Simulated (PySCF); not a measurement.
# Radial density of W(56+) (tungsten, charge +56)

UHF, [Ar], closed-shell 1S. All numbers are calculated (PySCF 2.14, the non-relativistic Hamiltonian (point nucleus), in an even-tempered Gaussian basis (16 s from 15 bohr⁻², ratio 2.5; 10 p from 19 bohr⁻², ratio 2.5; 4 d from 79 bohr⁻², ratio 2.7; 4 f from 120 bohr⁻², ratio 2.7)).

| r (bohr) | 4πr²ρ (e/bohr) |
| --- | --- |
| 0.000343 | 0.4074 |
| 0.000577 | 1.113 |
| 0.000970 | 2.972 |
| 0.00163 | 7.624 |
| 0.00274 | 18.30 |
| 0.00462 | 39.29 |
| 0.00776 | 70.14 |
| 0.0131 | 93.64 |
| 0.0220 | 89.13 |
| 0.0369 | 95.93 |
| 0.0621 | 117.8 |
| 0.105 | 54.89 |
| 0.176 | 55.48 |
| 0.296 | 14.07 |
| 0.497 | 0.1499 |

A non-relativistic calculation at this Z misses sizeable relativistic shifts. Spin-orbit coupling, which splits the p, d and f shells strongly at this Z, is absent.
